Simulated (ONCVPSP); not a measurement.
# An all-electron radial function and its pseudo partner (Cl)

Columns: radius, all-electron u(r) and pseudo u(r) of the 2s shell (level -280.59 eV) of chlorine in the configuration [He] 2s2 2p6 3s2 3p3; PBE, scalar-relativistic, ONCV scheme, ONCVPSP 4.0.1.

| r (bohr) | all-electron | pseudo |
| --- | --- | --- |
| 0.038 | -0.7182 | 0.1974 |
| 0.075 | -0.5867 | 0.3927 |
| 0.113 | -0.1435 | 0.5972 |
| 0.150 | 0.3414 | 0.7970 |
| 0.188 | 0.7813 | 0.9953 |
| 0.225 | 1.1127 | 1.1712 |
| 0.263 | 1.3505 | 1.3232 |
| 0.300 | 1.4905 | 1.4330 |
| 0.338 | 1.5581 | 1.5013 |
| 0.375 | 1.5655 | 1.5231 |
| 0.413 | 1.5288 | 1.5034 |
| 0.450 | 1.4633 | 1.4510 |
| 0.488 | 1.3752 | 1.3710 |
| 0.525 | 1.2779 | 1.2772 |
| 0.563 | 1.1723 | 1.1725 |
| 0.600 | 1.0684 | 1.0687 |
| 0.638 | 0.9639 | 0.9643 |
| 0.675 | 0.8666 | 0.8669 |
| 0.713 | 0.7726 | 0.7729 |
| 0.750 | 0.6877 | 0.6880 |
| 0.788 | 0.6076 | 0.6079 |
| 0.825 | 0.5369 | 0.5371 |
| 0.863 | 0.4713 | 0.4715 |
| 0.900 | 0.4141 | 0.4143 |
| 0.938 | 0.3617 | 0.3619 |
| 0.975 | 0.3165 | 0.3166 |

Q: How many radial nodes do the two functions have?

A: The all-electron 2s function has n − l − 1 = 1; the pseudo-wave has 0, since the states of the same l below it are removed with the core.

Q: At about which radius was the pseudo-wave matched?

A: 0.60 bohr, where the columns begin to agree (steps of 0.04 bohr).

Q: Is the pseudo-wave norm-conserving?

A: Yes: the ONCV scheme keeps the norm inside the radius equal to the all-electron one, which fixes the energy derivative of the logarithmic derivative at the level.
